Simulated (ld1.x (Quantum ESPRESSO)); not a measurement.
## Pseudopotential generation for C (Z = 6): PAW, PBEsol, scalar-relativistic.

- Element: carbon
- Generator: ld1.x (Quantum ESPRESSO) 7.5
- Type: PAW
- Functional: PBEsol
- Relativity: scalar-relativistic
- Frozen core: [He]
- Valence charge: 4
- Reference configuration: 2s2 2p2
- Partial waves: 2s (bound): rcut 0.75, rcutus 0.95 bohr; 2s channel at -0.55 Ry: rcut 0.75, rcutus 0.95 bohr; 2p (bound): rcut 3.10, rcutus 3.60 bohr; 2p channel at 0.75 Ry: rcut 3.10, rcutus 3.60 bohr; 3d channel at 0.2 Ry: rcut 3.65, rcutus 3.85 bohr; 3d channel at 1.7 Ry: rcut 3.65, rcutus 3.85 bohr
- Local potential: all-electron potential smoothed inside 1.25 bohr (lloc = -1)
- Core correction: Bessel-smoothed model core, default radius (core density twice the valence density)
- Augmentation charge: PSQ, radius 0.80 bohr

All-electron outer shells of the reference configuration (PBEsol, scalar-relativistic, ld1.x):

```
shell  level (eV)  outermost node (bohr)  outermost maximum (bohr)
   1s     -272.04                      –                      0.18
   2s      -13.65                   0.38                      1.22
   2p       -5.23                      –                      1.20
```

Question: Estimate the cutoffs (Ry, on a coarse ladder) from which the occupation-weighted sum of valence levels, in a spherical-Bessel basis at the reference potential, stays within 10 and 1 mRy of its value at 400 Ry.

Answer: 35 Ry and 45 Ry.

Question: What does a ghost test show?

Answer: No extra level below or beside the all-electron valence levels (s, p, d, f tested). The logarithmic derivative shows an extra or strongly shifted pseudo pole above the reference energy (d near 0.41 Ry).

Question: Is the overlap operator S = 1 + Σ q|β⟩⟨β| positive definite (Bessel basis up to 400 Ry)?

Answer: Yes: its lowest eigenvalue is 0.60 (s channel).

Question: Which valence shell sets the plane-wave cutoff?

Answer: 2s: its level needs 40 Ry to come within 1 mRy, against 6 Ry for 2p.

Question: Tests: 2s2 2p1; 2s2 2p0; 2s1 2p0; 2s0 2p4; 2s1 2p3; 2s1 2p2; 2s2 2p2.3. Which has the largest error in its energy relative to the reference configuration, and how large is it?

Answer: 2s1 2p0, with -17 meV (all-electron minus pseudo) on +82.77 eV.
